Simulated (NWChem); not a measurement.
VH₂O₃Cl; SMILES [OH][V]([Cl])([OH])=[O]

```xyz
7

V      0.0399     0.3238     0.0000
O      1.5374     0.7429     0.0000
Cl    -0.0656    -1.8640     0.0000
O     -0.7314     0.9681    -1.4342
H     -0.1997     1.4044    -2.1206
O     -0.7314     0.9681     1.4342
H     -0.1997     1.4044     2.1206
```
Atoms are numbered in this order, from 1.

Program: NWChem. Pople sets run with spherical d functions. All runs use the structure optimised with B3LYP/6-31G* (spherical d).

Problem. Order these by “dipole (D)”, lowest first: B3LYP/6-31G*; B3LYP/STO-3G; B3LYP/3-21G.

Solution. B3LYP/6-31G* (2.98), B3LYP/STO-3G (3.75), B3LYP/3-21G (3.96)
